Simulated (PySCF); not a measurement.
From one molecule to another.

First species: C3H3NS.
Cartesian coordinates in Å at the PBE0-D3(BJ)/def2-SVP level; atoms count from 1:
```
atom  x, y, z in Å
C1    -1.0068   -0.1069    0.1474
C2     0.2454    0.6390   -0.1832
S3     0.3460    2.2405   -0.4424
C4     1.4402   -0.1586   -0.2714
N5     2.3978   -0.8107   -0.3410
H6    -0.8932   -0.6240    1.1148
H7    -1.1917   -0.8877   -0.6091
H8    -1.8590    0.5817    0.1898
```

Second species: TiICl3 (singlet state).
Bonds: Ti1–I2, Ti1–Cl3, Ti1–Cl4, Ti1–Cl5.

Levels: CAM-B3LYP/def2-SVPD for dipole moment, HOMO energy, LUMO energy, HOMO–LUMO gap and static isotropic polarisability; TDDFT CAM-B3LYP/def2-SVPD for lowest singlet excitation; TDA CAM-B3LYP/def2-SVPD for lowest triplet excitation (Tamm–Dancoff); ΔSCF CAM-B3LYP/def2-SVPD for vertical ionisation energy and vertical electron affinity. Geometries: PBE0-D3(BJ)/def2-SVP. Each species is one conformer at its optimised geometry, gas phase (atoms past krypton carry core potentials, spin–orbit coupling is left out); the electronic structure was computed with PySCF and density fitting.

Values for the first species:

- Dipole moment: 3.38 D
- HOMO energy: -8.80 eV
- LUMO energy: -2.50 eV
- HOMO–LUMO gap: 6.30 eV
- Lowest singlet excitation: 2.10 eV
- Lowest triplet excitation (Tamm–Dancoff): 1.61 eV
- Static isotropic polarisability: 62.4 au
- Vertical ionisation energy: 9.65 eV
- Vertical electron affinity: 1.68 eV

(1) Estimate the same properties for the second species, and the change in each.

Results:

(1) 
```csv
property,first,second,second less first
dipole moment,3.38 D,0.52 D,-2.86 D
HOMO energy,-8.80 eV,-9.60 eV,-0.80 eV
LUMO energy,-2.50 eV,-2.91 eV,-0.41 eV
HOMO–LUMO gap,6.30 eV,6.69 eV,+0.39 eV
lowest singlet excitation,2.10 eV,3.21 eV,+1.11 eV
lowest triplet excitation (Tamm–Dancoff),1.61 eV,2.99 eV,+1.38 eV
static isotropic polarisability,62.4 au,116.6 au,+54.2 au
vertical ionisation energy,9.65 eV,10.36 eV,+0.71 eV
vertical electron affinity,1.68 eV,3.03 eV,+1.35 eV
```

On the first: The polarisability is 9.25 Å³ as a volume (1 au = 0.148185 Å³), or 1.42 au for each of the 44 electrons. The principal polarisabilities are 42.2, 61.8 and 83.3 au; their mean is the isotropic value.

On the second: The dipole matches unit charges of opposite sign 0.11 Å apart (1 e·Å = 4.8032 D). The ΔSCF ionisation energy exceeds −ε(HOMO) by 0.76 eV with CAM-B3LYP. Atoms past krypton carry effective core potentials; spin–orbit coupling is left out.
